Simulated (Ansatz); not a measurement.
Consider the formal hydrolysis of the Sn–Se bond: `C[Se][SnH2][Cl]` + H₂O → `[OH][SnH2][Cl]` + `C[SeH]`.

Isolated molecules relaxed with PBE0-D4/def2-TZVP in Ansatz; ΔE leaves out vibrations. CCSD(T)/CBS is the MP2 limit (def2-TZVPP, def2-QZVPP) plus CCSD(T) − MP2 in def2-TZVPP, frozen cores. This one scheme is used for every species. DFT in def2-TZVPP. B3LYP here is the variant with VWN-RPA as its local correlation; programs differ in this. def2 core potentials past Kr. For Se, Sn outer-core shells are correlated without core-valence functions, which leaves a few kJ/mol of doubt a bond. Scalar relativity is left out up to krypton. Each species was taken in one conformer, which may not be the lowest.

`C[Se][SnH2][Cl]`:

Cartesian coordinates in Å:
```
C 0.616 0.875 -1.311
Se -0.986 1.233 -0.239
Sn -0.648 -0.640 1.383
Cl -0.591 -2.629 0.148
H 0.595 1.596 -2.127
H 0.576 -0.135 -1.715
H 1.516 1.022 -0.718
H 0.885 -0.579 2.123
H -1.962 -0.743 2.456
```

H₂O:

```xyz
3

O    -0.013   -0.383   -0.070
H     0.490    0.282   -0.546
H    -0.477    0.100    0.617
```

`[OH][SnH2][Cl]`:

Cartesian coordinates in Å:
```
O -0.311 0.506 -1.426
Sn 0.368 0.012 0.336
Cl -1.489 -0.275 1.715
H -0.965 -0.105 -1.772
H 1.151 -1.497 0.281
H 1.247 1.359 0.865
```

`C[SeH]`:

```xyz
6

C    -0.305    0.371   -0.260
Se    1.341   -0.587    0.154
H    -1.056   -0.310   -0.653
H    -0.042    1.099   -1.026
H    -0.675    0.893    0.620
H     0.737   -1.466    1.164
```

(1) Is it downhill or uphill in electronic energy at CCSD(T)/CBS, and by how much? (Estimate.)

(2) What do these levels give: LDA (SPW92), BLYP-D4, B3LYP-D4, r2SCAN0-D4, ωB97M-V, PBE, BLYP, B3LYP, r2SCANh, BHLYP, CCSD(T)/def2-TZVPP, MP2/CBS(def2)? (Estimate.)

Largest T1 diagnostic among the species: 0.013.

Answers

(1) Ansatz gave: Uphill: ΔE = +15.2 kcal/mol.

(2) Computed: LDA (SPW92) 14.3, BLYP-D4 13.2, B3LYP-D4 14.0, r2SCAN0-D4 14.8, ωB97M-V 13.3, PBE 13.1, BLYP 10.4, B3LYP 11.6, r2SCANh 13.5, BHLYP 12.1, CCSD(T)/def2-TZVPP 13.1, MP2/CBS(def2) 16.9 kcal/mol.

In def2-TZVPP, CCSD(T) changes the Hartree–Fock value by +1.6 kcal/mol (the triples alone add +0.3 kcal/mol) and MP2 by +3.3 kcal/mol. From PBE to PBE0 (25 % exact exchange), in def2-TZVPP and without D4, ΔE moves by +1.1 kcal/mol. Leaving LDA and LC-ωPBE aside and taking each functional with its dispersion term where it has one, the values, not all of them listed here, spread over 4.8 kcal/mol, from B97M-V to HSE06-D4. LDA lies +1.2 kcal/mol from PBE without D4.
